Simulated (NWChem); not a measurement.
System: SiH$_{3}$OBr; SMILES [SiH2](Br)O

NWChem input:

```
start job
memory heap 200 mb stack 900 mb global 1100 mb
geometry units angstroms noautosym nocenter noautoz
  Si    -0.511501    -1.067807    -0.017602
  O      0.817879    -2.045173    -0.105045
  Br     0.058304     1.089859    -0.034008
  H     -1.316387    -1.348634    -1.228682
  H     -1.282331    -1.274053     1.240165
  H      1.463734    -1.988827     0.605963
end
basis spherical
  Si library pcsseg-1
  O library pcsseg-1
  Br library pcsseg-1
  H library pcsseg-1
end
dft
  xc slater vwn_5
  iterations 150
end
property
  shielding
end
task dft property
```

Excerpt of the output:

```
             Northwest Computational Chemistry Package (NWChem) 7.3.0
             --------------------------------------------------------

                             Geometry "geometry" -> ""
                             -------------------------

 Output coordinates in angstroms (scale by  1.889725989 to convert to a.u.)

  No.       Tag          Charge          X              Y              Z
 ---- ---------------- ---------- -------------- -------------- --------------
    1 Si                  14.0000    -0.51150100    -1.06780700    -0.01760200
    2 O                    8.0000     0.81787900    -2.04517300    -0.10504500
    3 Br                  35.0000     0.05830400     1.08985900    -0.03400800
    4 H                    1.0000    -1.31638700    -1.34863400    -1.22868200
    5 H                    1.0000    -1.28233100    -1.27405300     1.24016500
    6 H                    1.0000     1.46373400    -1.98882700     0.60596300

 Effective nuclear repulsion energy (a.u.)     237.1176977439

                              NWChem Property Module
                              ----------------------

  itol2e modified to match energy
  convergence criterion.

                                 NWChem DFT Module
                                 -----------------

 Summary of "ao basis" -> "ao basis" (spherical)
 ------------------------------------------------------------------------------
       Tag                 Description            Shells   Functions and Types
 ---------------- ------------------------------  ------  ---------------------
 Si                         pcsseg-1                10       24   4s5p1d
 O                          pcsseg-1                 7       17   3s3p1d
 Br                         pcsseg-1                15       41   5s7p3d
 H                          pcsseg-1                 3        5   2s1p

  itol2e modified to match energy
  convergence criterion.

            General Information
            -------------------
          SCF calculation type: DFT
          Wavefunction type:  closed shell.
          No. of atoms     :     6
          No. of electrons :    60
           Alpha electrons :    30
            Beta electrons :    30
          Charge           :     0
          Spin multiplicity:     1
          Use of symmetry is: off; symmetry adaption is: off
          Maximum number of iterations: 150
          AO basis - number of functions:    97
                     number of shells:    41
          Convergence on energy requested:  1.00D-07
          Convergence on density requested:  1.00D-05
          Convergence on gradient requested:  5.00D-04

              XC Information
              --------------
                        Slater Exchange Functional  1.000 local
                      VWN V Correlation Functional  1.000 local

             Grid Information
             ----------------
          Grid used for XC integration:  fine
          Radial quadrature: Mura-Knowles
          Angular quadrature: Lebedev.
          Tag              B.-S. Rad. Rad. Pts. Rad. Cut. Ang. Pts.
          ---              ---------- --------- --------- ---------
          Si                  1.10      123           9.0       770
          O                   0.60       70           9.0       590
          Br                  1.15      140          11.0       974
          H                   0.35       60          10.0       590
          Grid pruning is: on
          Number of quadrature shells:   513
          Spatial weights used:  Erf1

      Superposition of Atomic Density Guess
      -------------------------------------

 Sum of atomic energies:       -2937.15759102

      Non-variational initial energy
      ------------------------------

 Total energy =   -2937.939436
 1-e energy   =   -4559.740960
 2-e energy   =    1384.683826
 HOMO         =      -0.366588
 LUMO         =       0.042154

[...]

          -----------------------------------------
          Chemical Shielding Tensors (GIAO, in ppm)
          -----------------------------------------

                                NWChem CPHF Module
                                ------------------

  scftype          =     RHF
  nclosed          =       30
  nopen            =        0
  variables        =     2010
  # of vectors     =        3
  tolerance        = 0.10D-03
  level shift      = 0.00D+00
  max iterations   =       50
  max subspace     =       30

 SCF residual:    2.0281123663812302E-005

Iterative solution of linear equations
  No. of variables     2010
  No. of equations        3
  Maximum subspace       30
        Iterations       50
       Convergence  1.0D-04

   iter   nsub   residual    time
   ----  ------  --------  ---------
     1      3    1.05D-05      53.8

      Atom:    1  Si
        Diamagnetic
    879.2319      0.2950      0.1680
      0.2950    888.3535      0.1229
      0.1680      0.1229    874.4722

        Paramagnetic
   -528.0449    -22.5622      5.0188
    -22.5622   -555.6393      1.5358
      5.0188      1.5358   -611.7006

        Total Shielding Tensor
    351.1870    -22.2672      5.1868
    -22.2672    332.7142      1.6587
      5.1868      1.6587    262.7716

           isotropic =     315.5576
          anisotropy =      75.9173

          Principal Components and Axis System
                 1           2           3
              366.1691    318.1699    262.3337

      1         0.8328      0.5492     -0.0696
      2        -0.5526      0.8322     -0.0455
      3         0.0329      0.0763      0.9965

      Atom:    2  O
        Diamagnetic
    400.7738    -13.8101      8.3118
    -13.8101    387.3174      1.6887
      8.3118      1.6887    381.6565

        Paramagnetic
   -152.3261     33.7940    -17.0371
     33.7940    -71.1001      1.1200
    -17.0371      1.1200   -148.3338

        Total Shielding Tensor
    248.4477     19.9839     -8.7252
     19.9839    316.2173      2.8087
     -8.7252      2.8087    233.3227

           isotropic =     265.9959
          anisotropy =      83.5159

          Principal Components and Axis System
                 1           2           3
              321.6732    248.5129    227.8017

      1         0.2628      0.8270      0.4970
      2         0.9649     -0.2227     -0.1395
      3         0.0047     -0.5162      0.8564

      Atom:    3  Br
        Diamagnetic
   3122.5798      1.9995     -0.0224
      1.9995   3130.1398     -0.1980
     -0.0224     -0.1980   3121.1431

        Paramagnetic
   -533.3183    -43.1858    -33.7061
    -43.1858   -369.6724    -29.3418
    -33.7061    -29.3418  -1172.0027

        Total Shielding Tensor
   2589.2615    -41.1863    -33.7285
    -41.1863   2760.4674    -29.5398
    -33.7285    -29.5398   1949.1405

           isotropic =    2432.9565
          anisotropy =     506.1926

          Principal Components and Axis System
                 1           2           3
             2770.4182   2582.3176   1946.1336

      1        -0.2170      0.9746      0.0548
      2         0.9758      0.2151      0.0390
      3        -0.0262     -0.0620      0.9977

      Atom:    4  H
        Diamagnetic
     27.2770      2.9877      7.6515
      2.9877     25.2611      3.6458
      7.6515      3.6458     30.6002

        Paramagnetic
     -2.2467     -1.0387     -3.3488
     -1.0387     -0.5074     -1.2812
     -3.3488     -1.2812     -5.7482

        Total Shielding Tensor
     25.0303      1.9490      4.3028
      1.9490     24.7537      2.3645
      4.3028      2.3645     24.8520

           isotropic =      24.8787
          anisotropy =       8.8616

          Principal Components and Axis System
                 1           2           3
               30.7864     23.2466     20.6030

      1         0.6273     -0.3989     -0.6689
      2         0.4514      0.8861     -0.1051
      3         0.6347     -0.2360      0.7359

      Atom:    5  H
        Diamagnetic
     26.6443      2.4932     -7.8099
      2.4932     24.5356     -3.1637
     -7.8099     -3.1637     31.2118

        Paramagnetic
     -2.1034     -0.7895      3.1434
     -0.7895     -0.1210      0.9895
      3.1434      0.9895     -6.7305

        Total Shielding Tensor
     24.5409      1.7037     -4.6665
      1.7037     24.4145     -2.1742
     -4.6665     -2.1742     24.4812

           isotropic =      24.4789
          anisotropy =       8.9253

          Principal Components and Axis System
                 1           2           3
               30.4291     23.1938     19.8138

      1         0.6358     -0.3592      0.6832
      2         0.4153      0.9053      0.0895
      3        -0.6506      0.2268      0.7247

      Atom:    6  H
        Diamagnetic
     35.2403     -3.9624     11.9554
     -3.9624     24.1597     -0.6166
     11.9554     -0.6166     30.1304

        Paramagnetic
     -2.8080      1.2923     -3.6455
      1.2923      1.0606      0.1032
     -3.6455      0.1032     -0.9573

        Total Shielding Tensor
     32.4323     -2.6701      8.3099
     -2.6701     25.2203     -0.5134
      8.3099     -0.5134     29.1731

           isotropic =      28.9419
          anisotropy =      16.0896

          Principal Components and Axis System
                 1           2           3
               39.6683     25.3675     21.7899

      1         0.7694     -0.1269     -0.6260
      2        -0.1641      0.9079     -0.3858
      3         0.6173      0.3996      0.6777
```

Level: LDA (Slater exchange, VWN5)/pcSseg-1, GIAO. All runs use the structure optimised with PBE0/def2-SVP. The printed shielding anisotropy is the first printed principal value minus the mean of the other two.
